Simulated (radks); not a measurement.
All-electron atom: the cadmium ion Cd0.75+ in [Kr] 4d9.25 5s1 5p1 (fractional occupations, a model configuration).

All-electron calculation, scalar-relativistic Kohn-Sham, LDA (Slater exchange, Perdew-Wang correlation), spin-unpolarised, spherical densities, finite nucleus; Fermi nuclear charge, rms radius 4.6087 fm. Program: a radial shooting solver on a logarithmic mesh with Libxc functionals.

Energy parts (hartree):
total: -5588.80779
kinetic: 5813.79075
electron-nucleus: -13497.77604
Hartree: 2243.93278
exchange-correlation: -148.75528

Orbitals (lengths in bohr, moments of r in powers of bohr):
[
 {"orbital": "1s", "occ.": "2", "eigenvalue (hartree)": "-974.0074", "<r^2>": "0.001252", "<1/r>": "50.58"},
 {"orbital": "2s", "occ.": "2", "eigenvalue (hartree)": "-145.0216", "<r^2>": "0.02047", "<1/r>": "11.51"},
 {"orbital": "2p", "occ.": "6", "eigenvalue (hartree)": "-130.2615", "<r^2>": "0.01612", "<1/r>": "11.11"},
 {"orbital": "3s", "occ.": "2", "eigenvalue (hartree)": "-27.37372", "<r^2>": "0.1474", "<1/r>": "4.056"},
 {"orbital": "3p", "occ.": "6", "eigenvalue (hartree)": "-22.53090", "<r^2>": "0.1484", "<1/r>": "3.866"},
 {"orbital": "3d", "occ.": "10", "eigenvalue (hartree)": "-14.92671", "<r^2>": "0.1335", "<1/r>": "3.641"},
 {"orbital": "4s", "occ.": "2", "eigenvalue (hartree)": "-4.32402", "<r^2>": "0.8703", "<1/r>": "1.581"},
 {"orbital": "4p", "occ.": "6", "eigenvalue (hartree)": "-2.89117", "<r^2>": "1.045", "<1/r>": "1.427"},
 {"orbital": "4d", "occ.": "9.25", "eigenvalue (hartree)": "-0.84128", "<r^2>": "1.845", "<1/r>": "1.086"},
 {"orbital": "5s", "occ.": "1", "eigenvalue (hartree)": "-0.49805", "<r^2>": "7.428", "<1/r>": "0.5026"},
 {"orbital": "5p", "occ.": "1", "eigenvalue (hartree)": "-0.27187", "<r^2>": "12.44", "<1/r>": "0.3851"}
]

The highest occupied level is 5p at -7.398 eV. The density falls to 0.001 e/bohr^3 at r = 4.37 bohr.
